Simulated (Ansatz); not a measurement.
Calculated with Ansatz (gas phase, PBE0-D4/def2-TZVP geometries, no zero-point term in ΔE). CBS: MP2 limit from def2 TZ/QZ plus the TZ coupled-cluster correction, frozen cores. This one scheme is used for every species. Functionals use def2-TZVPP. B3LYP here is the variant with VWN-RPA as its local correlation; programs differ in this. HSE06 is defined as in plane-wave codes. Each species was taken in one conformer, which may not be the lowest.

Consider the hydrogenolysis of the Si–F bond: `N[Si](N)(F)F` + H₂ → `N[SiH](N)F` + H–F.

Is it downhill or uphill in electronic energy at CCSD(T)/CBS, and by how much? (An estimate is asked.)

Ansatz gave: Uphill: ΔE = +1.47 eV.

What do these levels give: revPBE, r2SCAN, B3LYP, r2SCAN0, HSE06, CAM-B3LYP? (Estimate.)

Computed: revPBE 1.36, r2SCAN 1.57, B3LYP 1.47, r2SCAN0 1.55, HSE06 1.40, CAM-B3LYP 1.52 eV.

Largest T1 diagnostic among the species: 0.010.

The D4 term adds +0.04 eV with B3LYP and +0.02 eV with PBE0; it sums over pairs of atoms, weighted by their polarisabilities, and B3LYP, whose exchange is more repulsive, gets the larger term. From BLYP to BHLYP (50 % exact exchange), in def2-TZVPP and without D4, ΔE moves by +0.07 eV. Leaving LDA and LC-ωPBE aside and taking each functional with its dispersion term where it has one, the values, not all of them listed here, spread over 0.17 eV, from PBE-D4 to r2SCAN-D4. LDA lies +0.06 eV from PBE without D4.
